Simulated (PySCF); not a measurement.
From one molecule to another.

First species: C3H9NO2Si2.
InChI=1S/C3H9NO2Si2/c1-3(2-5)4-8-6-7/h2H,8H2,1,7H3/b4-3-

Second species: C3H11ClOSi3.
SMILES: `[SiH3]/C=C(\[SiH3])O[SiH2]CCl`

Levels: PBE0/pcSseg-1 for dipole moment, HOMO energy, LUMO energy and HOMO–LUMO gap; GFN2-xTB for rotational constant A and rotational constant C. Geometries: GFN2-xTB. Each structure is a single optimised conformer of the isolated species, non-relativistic unless stated; the electronic structure was computed with PySCF and density fitting.

Dipoles, sizes and rotational constants follow the conformer. The torsions of the flexible species, by atom-mapped SMILES:
- `[CH3:1]/[C:2]([CH:3]=[O:4])=[N:5]/[SiH2:6][O:7][SiH3:8]`: C1–C2–C3–O4 0°, C2–N5–Si6–O7 1°
- `[SiH3:1]/[CH:2]=[C:3](\[SiH3:4])[O:5][SiH2:6][CH2:7][Cl:8]`: C2–C3–O5–Si6 -1°, C3–O5–Si6–C7 180°, O5–Si6–C7–Cl8 180°

```json
{"property": "dipole moment", "column X": "1.19 D", "column Y": "1.68 D"}
{"property": "HOMO energy", "column X": "-7.11 eV", "column Y": "-7.41 eV"}
{"property": "LUMO energy", "column X": "-2.48 eV", "column Y": "-0.76 eV"}
{"property": "HOMO–LUMO gap", "column X": "4.63 eV", "column Y": "6.65 eV"}
{"property": "rotational constant A", "column X": "2.199 GHz", "column Y": "2.120 GHz"}
{"property": "rotational constant C", "column X": "0.592 GHz", "column Y": "0.303 GHz"}
```

Which column belongs to which species?

Column X is the first species and column Y the second. The first has 17 atoms and 78 electrons, the second 19 and 96.

How does each property change from the first species to the second?

dipole moment +0.49 D; HOMO energy -0.30 eV; LUMO energy +1.72 eV; HOMO–LUMO gap +2.02 eV; rotational constant A -0.079 GHz; rotational constant C -0.289 GHz.

On the first: In atomic units the dipole is 0.47 e·bohr (1 au = 2.5417 D).

On the second: The dipole equals about 5.6 × 10⁻³⁰ C·m (1 D = 3.33564 × 10⁻³⁰ C·m). GFN2-xTB frequencies show an imaginary mode (33i cm⁻¹), so this geometry is no minimum at that level.
